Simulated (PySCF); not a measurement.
Computed shifts of a molecule C₂H₇FOSi₂, PBE0/pcSseg-1 (PySCF), GIAO, gas phase, atoms alike by connectivity averaged where their shifts nearly agree, in ppm (number of nuclei): ¹³C: 153.6 (1), 142.4 (1). ²⁹Si: -25.3 (1), -34.2 (1). ¹⁹F: -173.5 (1). ¹H: 7.04 (2), 6.64 (1), 5.47 (3), 5.41 (1). References: ¹³C against TMS (σ = 186.3 ppm); ²⁹Si against TMS (σ = 352.7 ppm); ¹⁹F against CFCl3 (σ = 167.2 ppm); ¹⁷O against H2O (σ = 334.2 ppm); ¹H against TMS (σ = 31.56 ppm), references at their B3LYP-D3(BJ)/def2-TZVP geometries, non-relativistic. Coordinates come from a PBE-D3(BJ)/def2-SVP optimisation. One conformer was computed; it need not be the lowest.

Which structure fits?
(A) FC[Si@H]1C[SiH2]O1
(B) O=C([SiH3])[SiH2]CF
(C) C=C[Si@@H](F)O[SiH3]
(D) F[Si]1([SiH3])COC1

C, C=C[Si@@H](F)O[SiH3]
